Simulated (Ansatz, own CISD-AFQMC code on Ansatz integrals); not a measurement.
C2H4Si2, SMILES `[SiH2]=C=C=[SiH2]` (charge 0, multiplicity 1).

Cartesian coordinates (Å):
SMILES: [SiH2]=C=C=[SiH2]
```xyz
8

Si     2.3398     0.0436    -0.1024
C      0.6261    -0.0196     0.0286
C     -0.6261     0.0196    -0.0285
Si    -2.3398    -0.0433     0.1019
H      3.0639    -1.1626    -0.5264
H      3.0766     1.0307     0.6988
H     -3.0639     1.1625     0.5267
H     -3.0767    -1.0308    -0.6986
```
Charge 0, multiplicity 1.

Frozen-core correlation energies in cc-pVDZ at a geometry from B3LYP-D3(BJ)/def2-TZVP, on an HF energy of -655.76276 Ha (<S^2> = 0.00, restricted and unstable towards unrestricted orbitals). Wave-function levels are from Ansatz, the walk from an own CISD-AFQMC code on Ansatz integrals (time step 0.005/Ha, trial state from CCSD amplitudes, largest double 0.23).

```
level    correlation energy (mHa)
-------  ------------------------
MP2                        -454.8
CCSD                       -498.8
CCSD(T)                    -526.5
```

**Question.** What correlation energy does phaseless AFQMC give, and where does it lie among these levels?

**Answer.** -528.8 ± 0.4 mHa (one standard error). AFQMC minus each level: MP2 -74.0 mHa, CCSD -30.0 mHa, CCSD(T) -2.3 mHa. The trial state is poor here (a large double or spin contamination), so the constraint can bias the walk beyond its error bar.
